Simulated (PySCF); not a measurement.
Harmonic spectrum computed at PBE0 in the def2-SVP basis family (core potentials from Rb on, PySCF, no spin–orbit coupling):

| ω (cm⁻¹) | IR (km/mol, summed over degenerate members) | degeneracy |
| --- | --- | --- |
| 277 | 0.5 | 2 |
| 324 | 0.3 | 1 |
| 516 | 0.0 | 1 |
| 931 | 393 | 2 |

Q: Which molecule gave it? In each, all ligands are bound to the one heavy central atom.
A. CCl₃ (doublet)
B. ScCl₃ (singlet)
C. NbCl₃ (triplet)
D. TiCl₃ (doublet)

A: A. It has C3v symmetry with C–Cl 1.712 Å (×3).
